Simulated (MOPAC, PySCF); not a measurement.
C3H8OSi, SMILES `C/C([SiH3])=C/O` (C–C–O–H torsion 180°), neutral singlet in the gas phase. 

Cartesian coordinates (Å):
SMILES: C(=C/O)(/[SiH3])C
```xyz
13

C     -1.3797    -0.9508     0.2844
C     -0.1146    -0.1843     0.0322
Si    -0.1410     1.6761    -0.1160
C      1.0449    -0.8253    -0.0890
O      2.2091    -0.1615    -0.3176
H     -1.1916    -2.0268     0.3442
H     -2.1149    -0.7849    -0.5089
H     -1.8560    -0.6434     1.2203
H      0.6929     2.3293     0.9283
H     -1.5487     2.1297     0.0577
H      0.3371     2.1350    -1.4477
H      1.1262    -1.9097    -0.0124
H      2.9363    -0.7834    -0.3756
```
Charge 0, spin multiplicity 1.

All levels are single points at this geometry (PBE0-D3(BJ)/def2-TZVP); Pople sets use spherical d functions. Orbital energies aren't observables, and empty levels follow the basis.

| level | HOMO (eV) | LUMO (eV) | gap (eV) | dipole (D) | vertical IE, Delta-SCF (eV) |
|---|---|---|---|---|---|
| PBE0-D3(BJ)/def2-TZVP in PySCF | -6.54 | 0.20 | 6.73 | 2.72 | 8.55 |
| ωB97X-D3(BJ)/def2-TZVP in PySCF | -8.89 | 2.32 | 11.21 | 2.73 | 8.69 |
| B3LYP/3-21G in PySCF | -5.86 | 0.70 | 6.56 | 3.00 | – |
| B3LYP/6-311+G** in PySCF | -6.36 | -0.40 | 5.96 | 2.65 | – |
| B3LYP/6-31G* in PySCF | -5.99 | 0.49 | 6.48 | 2.77 | 8.36 |
| B3LYP/LANL2DZ in PySCF | -6.10 | 0.36 | 6.46 | 2.83 | – |
| BP86/6-31G* in PySCF | -5.12 | -0.35 | 4.76 | 2.79 | – |
| M06-2X/6-31G* in PySCF | -7.48 | 1.54 | 9.02 | 2.73 | – |
| SVWN5/6-31G* in PySCF | -5.11 | -0.42 | 4.69 | 2.78 | 8.35 |
| HF/3-21G in PySCF | -8.97 | 4.46 | 13.43 | 3.20 | – |
| HF/6-31G* in PySCF | -8.97 | 4.34 | 13.31 | 2.94 | 7.57 |
| HF/STO-3G in PySCF | -6.79 | 8.89 | 15.68 | 1.74 | – |
| PM3 in MOPAC | -8.98 | 0.79 | 9.77 | 1.73 | – |
